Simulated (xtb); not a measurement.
F₃Hf, charge +1, singlet, geometry from GFN2-xTB (such geometries of metal compounds can be far from the true shape) (the multiplicity is a formal guess); GFN1-xTB in xtb 6.7.1.

xtb was given this input:
```
$ xtb mol.xyz --gfn 1 --chrg 1 --grad --json

# file mol.xyz
4

Hf     0.02643004     0.24370484     0.07704611
F      1.52633092    -0.79543891    -0.29280991
F     -0.83493396    -0.99952485     1.16274766
F     -0.90283724    -0.15467495    -1.48630661
```

What the program printed (banner, timings and long lists left out):

```
   ID    Z sym.   atoms
    1   72 Hf     1
    2    9 F      2-4

           -------------------------------------------------
          |                Calculation Setup                |
           -------------------------------------------------

           -------------------------------------------------
          |                 G F N 1 - x T B                 |
           -------------------------------------------------

          ...................................................
          :                      SETUP                      :
          :.................................................:
          :  # basis functions                  22          :
          :  # atomic orbitals                  21          :
          :  # shells                            9          :
          :  # electrons                        24          :
          :  # halogen bonds                     0          :
          :  max. iterations                   250          :
          :  Hamiltonian                  GFN1-xTB          :
          :  restarted?                      false          :
          :  GBSA solvation                  false          :
          :  PC potential                    false          :
          :  electronic temp.          300.0000000     K    :
          :  accuracy                    1.0000000          :
          :  -> integral cutoff          0.2500000E+02      :
          :  -> integral neglect         0.1000000E-07      :
          :  -> SCF convergence          0.1000000E-05 Eh   :
          :  -> wf. convergence          0.2000000E-04 e    :
          :  Broyden damping             0.4000000          :
          :  net charge                          1          :
          :  unpaired electrons                  0          :
          ...................................................

 iter      E             dE          RMSdq      gap      omega  full diag
   1    -16.1628291 -0.161628E+02  0.706E+00    3.27       0.0  T
   2    -16.1420226  0.208066E-01  0.498E+00    4.13       1.0  T
   3    -15.0774902  0.106453E+01  0.118E+01    1.28       1.0  T
   4    -16.1573053 -0.107982E+01  0.130E+00    3.92       1.0  T
   5    -16.1659472 -0.864192E-02  0.742E-01    3.74       1.0  T
   6    -16.1648055  0.114175E-02  0.844E-01    3.77       1.0  T
   7    -16.1696857 -0.488022E-02  0.139E-01    3.57       1.0  T
   8    -16.1698167 -0.131030E-03  0.125E-02    3.54       4.0  T
   9    -16.1698177 -0.926280E-06  0.354E-03    3.54      14.1  T
  10    -16.1698177 -0.889627E-07  0.426E-04    3.53     117.5  T
  11    -16.1698177 -0.121565E-08  0.679E-06    3.53    7367.9  T
  12    -16.1698177 -0.259348E-12  0.556E-08    3.53  100000.0  T

   *** convergence criteria satisfied after 12 iterations ***

         :::::::::::::::::::::::::::::::::::::::::::::::::::::
         ::                     SUMMARY                     ::
         :::::::::::::::::::::::::::::::::::::::::::::::::::::
         :: total energy             -16.149471714217 Eh    ::
         :: gradient norm              0.054981227887 Eh/a0 ::
         :: HOMO-LUMO gap              3.534813096820 eV    ::
         ::.................................................::
         :: SCC energy               -16.169817749241 Eh    ::
         :: -> electrostatic           0.319148448497 Eh    ::
         :: repulsion energy           0.020925992276 Eh    ::
         :: dispersion energy         -0.000579957252 Eh    ::
         :: halogen bond corr.         0.000000000000 Eh    ::
         :: add. restraining           0.000000000000 Eh    ::
         :: total charge               1.000000000000 e     ::
         :::::::::::::::::::::::::::::::::::::::::::::::::::::

           -------------------------------------------------
          |                Property Printout                |
           -------------------------------------------------

    * Orbital Energies and Occupations

         #    Occupation            Energy/Eh            Energy/eV
      -------------------------------------------------------------
         1        2.0000           -1.1195186             -30.4637
         2        2.0000           -1.0987340             -29.8981
         3        2.0000           -1.0987340             -29.8981
         4        2.0000           -0.8280190             -22.5315
         5        2.0000           -0.8052378             -21.9116
         6        2.0000           -0.8009925             -21.7961
         7        2.0000           -0.8009925             -21.7961
         8        2.0000           -0.7929566             -21.5774
         9        2.0000           -0.7929566             -21.5774
        10        2.0000           -0.7907091             -21.5163
        11        2.0000           -0.7907091             -21.5163
        12        2.0000           -0.7854332             -21.3727 (HOMO)
        13                         -0.6555312             -17.8379 (LUMO)
        14                         -0.6386222             -17.3778
        15                         -0.6386222             -17.3778
        16                         -0.6005340             -16.3414
        17                         -0.6005340             -16.3414
        18                         -0.5791832             -15.7604
        19                         -0.3281655              -8.9298
        20                         -0.3281655              -8.9298
        21                         -0.2741259              -7.4593
      -------------------------------------------------------------
                  HL-Gap            0.1299020 Eh            3.5348 eV
             Fermi-level           -0.7204822 Eh          -19.6053 eV

  Mulliken/CM5 charges         n(s)   n(p)   n(d)
     1Hf    1.66828  2.14926   0.593  0.990  0.748
     2F    -0.22276 -0.38309   1.744  5.478  0.000
     3F    -0.22276 -0.38309   1.744  5.478  0.000
     4F    -0.22276 -0.38309   1.744  5.478  0.000

Wiberg/Mayer (AO) data.
largest (>0.10) Wiberg bond orders for each atom

 ---------------------------------------------------------------------------
     #   Z sym  total        # sym  WBO       # sym  WBO       # sym  WBO
 ---------------------------------------------------------------------------
     1  72 Hf   3.838 --     3 F    1.279     2 F    1.279     4 F    1.279
     2   9 F    1.372 --     1 Hf   1.279
     3   9 F    1.372 --     1 Hf   1.279
     4   9 F    1.372 --     1 Hf   1.279
 ---------------------------------------------------------------------------

Topologies differ in total number of bonds
Writing topology from bond orders to xtbtopo.mol

 dipole moment from electron density (au)
     X       Y       Z
   0.3099   2.8577   0.9035  total (Debye):    7.659

           -------------------------------------------------
          | TOTAL ENERGY              -16.149471714217 Eh   |
          | GRADIENT NORM               0.054981227887 Eh/α |
          | HOMO-LUMO GAP               3.534813096820 eV   |
           -------------------------------------------------

normal termination of xtb
```
